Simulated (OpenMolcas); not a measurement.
Ta4+ in a point-charge field

Ta4+ among 6 point charges of -1.36 e arranged as an octahedron (Oh), 1.93 Å from the ion.

```yaml
Program: OpenMolcas 26.06
Method: CASSCF
Basis: ANO-RCC-VDZP [7s6p4d2f1g]
Scalar_Hamiltonian: DKH2, point nucleus
Active_space: 1 electron in 5 orbitals (5d)
State_averaging: 2S+1 = 2 even, 5 roots
Spin-orbit_coupling: state interaction with AMFI integrals over the reference wave functions
```

The lowest spin-free states (labels of O, the rotations of Oh), above the lowest:

| State | Degeneracy | E (cm-1) | Free-ion L (%) |
| --- | --- | --- | --- |
| 2T2 | 3 | 0.0 | D (100) |
| 2E | 2 | 16418 | D (100) |

The lowest levels with spin-orbit coupling:

```csv
E (cm-1),Degeneracy,Label,2S+1,g
0.0,4,Γ8,2,
4777,2,Γ7,2,2.00 2.00 2.00
19232,4,Γ8,2,
```

Powder χT (cm3 K/mol): 0.0643 at 2 K, 0.0651 at 10 K, 0.069 at 50 K, 0.0739 at 100 K, 0.0836 at 200 K, 0.0934 at 300 K. The effective moment at 300 K is 2.828 √(χT) = 0.86 μB.

The lowest level has 2S+1 = 2, for which the spin-only value is χT = S(S+1) / 2 = 0.375 cm3 K/mol (g = 2). The computed 0.093 at 300 K differs by -0.282, through orbital momentum, spin-orbit coupling and any other state in reach. With a threefold ground state the orbital momentum is unquenched, so the spin-only value is not expected to hold.

The gap between the two states is 10Dq = 16418 cm-1.

An orbital triplet at a regular site is open to Jahn-Teller coupling, which can distort the site and quench the lowest spin-orbit gaps and is left out. This field is weak: 10Dq is about 16418 cm-1, while octahedral complexes of 5d ions of charge 3 and more, computed by the same method with explicit ligands, had a median near 35000 cm-1. Ground spin and moment need not be those of a real site. This is an electrostatic model: the charges have no orbitals. No measured value stands beside these numbers.
